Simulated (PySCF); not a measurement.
**Working out the ionisation energy of Ca²⁺**

Ca²⁺ [Ar] (1S) → Ca³⁺ [Ne] 3s2 3p5 (2P). Computed with PySCF 2.14 in an uncontracted even-tempered set (21 s from 0.054 bohr⁻², ratio 2.5; 14 p from 0.071 bohr⁻², ratio 2.5; 5 d from 1.5 bohr⁻², ratio 2.7; 5 f from 2.3 bohr⁻², ratio 2.7), with the spin-free X2C one-electron Hamiltonian (Gaussian nucleus). Frozen: 1s2; the 23 highest virtual orbitals dropped. Energies in hartree (1 hartree = 27.21139 eV):

```tsv
part	Ca²⁺ (lower)	Ca³⁺ (upper)
UHF	-679.027421	-677.200336
MP2 opposite-spin	-0.394111	-0.374957
MP2 same-spin	-0.146150	-0.135047
```

Problem. What does Hartree-Fock give?

Solution. (-677.200336) − (-679.027421) = 1.827085 hartree = 49.718 eV.

Problem. What do MP2 and SCS-MP2 (6/5 opposite-spin, 1/3 same-spin) give?

Solution. The opposite-spin parts differ by 0.521 eV and the same-spin parts by 0.302 eV. MP2: 49.718 + (0.521) + (0.302) = 50.541 eV. SCS-MP2: 49.718 + 1.2 × (0.521) + (0.302)/3 = 50.444 eV.

A first-order spin-orbit estimate adds -0.123 eV to MP2 (outer shells), giving 50.418 eV against 50.913 eV (measured; NIST Atomic Spectra Database, ionization energies).

What remains against the reference includes basis incompleteness, the frozen core and correlation beyond second order.
